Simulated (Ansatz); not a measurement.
The cluster Te4Se⁻, relaxed as a doublet with UKS PBE-D4/def2-SVPD in Ansatz, starting from the GFN1-xTB geometry. Force threshold 0.02 eV/Å.

In the def2 sets Te takes a core potential; there is no spin–orbit coupling. The relaxation made no stability test and no search for a lower SCF solution. Another isomer (doublet) lies 0.19 eV lower at PBE0-D4/def2-TZVPD; other spin states weren't run for this one.

Start:

```xyz
5

Se   -0.873    1.799    1.488
Te   -0.384   -1.095   -0.945
Te   -2.544    0.463    0.297
Te    2.434   -1.606   -1.262
Te    1.366    0.439    0.422
```

Estimate the energy that the relaxation releases and the steps that it takes.

5.0 kcal/mol, in 6 steps; 29 s on 4 threads of Arm Neoverse V1 on a shared host. No frequencies were taken in this run, so the end may be a saddle point.

Does the start keep its bonding and symmetry?

By distances, no bond broke or formed. The bond that changes most is Te2–Te3, from 2.94 to 3.13 Å (atoms count from 1). Point group Cs at the start, Cs at the end, both within 0.05 Å.

Predict the relaxed structure.


```xyz
5

Se   -0.9288    1.8713    1.5473
Te   -0.3664   -1.1417   -0.9804
Te   -2.6624    0.5275    0.3445
Te    2.5803   -1.6758   -1.3180
Te    1.3773    0.4186    0.4065
```
Bond lengths: 4 × Te–Te 2.72 to 3.13 Å; 2 × Se–Te 2.50 to 2.95 Å.
